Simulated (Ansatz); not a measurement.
Species: H$_{6}$AlSi$_{2}$, SMILES `[SiH3][Al][SiH3]` (charge 0, multiplicity 2).

Task: Give a relaxed geometry from PBE0-D3(BJ)/def2-TZVP in Ansatz (an electronic-structure program).

Result: the end point of this relaxation (outside a Z-matrix the atoms follow the SMILES, hydrogens last).
Z-matrix (Å, degrees):
```
Al
Si 1 2.4733
H 2 1.4893 1 113.44
H 2 1.4931 3 107.60 1 124.19
H 2 1.4941 3 107.40 4 115.54
Si 1 2.4736 2 117.62 3 169.25
H 6 1.4893 1 113.41 2 169.68
H 6 1.4930 7 107.60 1 124.10
H 6 1.4940 7 107.41 8 115.55
```
